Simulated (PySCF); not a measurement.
**The potential of point charges around `C=Cc1csc([O-])c1`**

Species: `C=CC1=CSC([O-])=C1`, charge -1. Coordinates (GFN2-xTB, Å) and charges (e) from the PBE0/pcSseg-1 density (PySCF):

```csv
atom,x,y,z,Mulliken,IAO,Hirshfeld,ESP-fitted
C1,2.106,-0.847,0.363,-0.1727,-0.3840,-0.1580,-0.5429
C2,1.420,0.170,-0.158,-0.1228,-0.1193,-0.0580,-0.0649
C3,-0.014,0.323,-0.176,-0.1362,-0.0316,-0.0598,+0.1919
C4,-0.596,1.423,-0.747,-0.3101,-0.3800,-0.1503,-0.4672
S5,-2.321,1.398,-0.656,-0.0343,+0.0339,-0.1091,-0.2359
C6,-2.285,-0.256,0.242,+0.1539,+0.2207,+0.0347,+0.5458
O7,-3.339,-0.787,0.579,-0.5101,-0.5819,-0.3990,-0.6155
C8,-0.957,-0.589,0.363,-0.1706,-0.3914,-0.1893,-0.6483
H9,1.616,-1.680,0.837,+0.1004,+0.1346,+0.0256,+0.1886
H10,3.185,-0.884,0.332,+0.0732,+0.1213,+0.0152,+0.1527
H11,1.968,0.985,-0.625,+0.0482,+0.1232,+0.0265,+0.0948
H12,-0.107,2.255,-1.222,+0.0493,+0.1293,+0.0114,+0.2070
H13,-0.682,-1.509,0.851,+0.0317,+0.1251,+0.0099,+0.1940
```

Points outside the species (Å): A (-5.1, 7.9, -1.0); B (-7.0, 0.3, -3.3); C (-1.0, 5.6, -4.9).

Q: Find the potential V = 14.3996 V·Å × Σ q/r of each set of charges at these points.

A: In volts:

```
point  nearest atom  distance (Å)  Mulliken     IAO  Hirshfeld  ESP-fitted
    A            S5          7.08    -1.644  -1.580     -1.615      -1.660
    B            O7          5.44    -2.281  -2.269     -2.247      -2.344
    C           H12          5.05    -1.933  -1.801     -1.875      -1.871
```

Q: How far are the other sets from the ESP-fitted one at these points?

A: Root-mean-square difference: Mulliken 0.052 V, Hirshfeld 0.062 V, IAO 0.075 V. The ESP scheme is a least-squares fit of atom-centred charges to the potential on four shells outside the van der Waals surface, with the total charge fixed.

Q: What energy would a point charge of -2 e have at B in the field of the ESP charges, leaving out polarisation?

A: +4.687 eV = +452.3 kJ/mol, a repulsion. The total charge alone, placed at the mean of the coordinates, would give +3.719 eV.

One conformer (not necessarily the lowest) at the GFN2-xTB geometry, without solvent, vibrations or thermal averaging. The pcSseg-1 basis has no diffuse functions, a weakness for an anion.

Shape of the structure used: `[CH2:1]=[CH:2][c:3]1[cH:4][s:5][c:6]([O-:7])[cH:8]1`: C1–C2–C3–C4 180°.
